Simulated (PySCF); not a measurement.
## Ionisation energy of Cu⁺ by level of theory

Cu⁺ [Ar] 3d10 (1S) → Cu²⁺ [Ar] 3d9 (2D), as a difference of total energies. Calculation: PySCF 2.14, in aug-cc-pVDZ-PP with ECP10MDF (5s5p4d2f, 54 functions); a scalar-relativistic core potential. Correlated levels: valence: 3s2 3p6 frozen. The calculations carry no spin-orbit coupling.

**Question.** Order these methods by the ionisation energy they give, lowest first.
A. MP2 (valence)
B. r2SCAN
C. M06-2X
D. SCS-MP2 (valence)

**Answer.** B (20.156 eV), C (20.179 eV), D (20.300 eV), A (20.733 eV).

The reference lies between the lowest fine-structure levels, while these numbers refer to the centres of the terms.

Errors of the correlated levels include the incompleteness of this basis and the frozen core.

For comparison: 20.292 eV (measured; NIST Atomic Spectra Database, ionization energies).
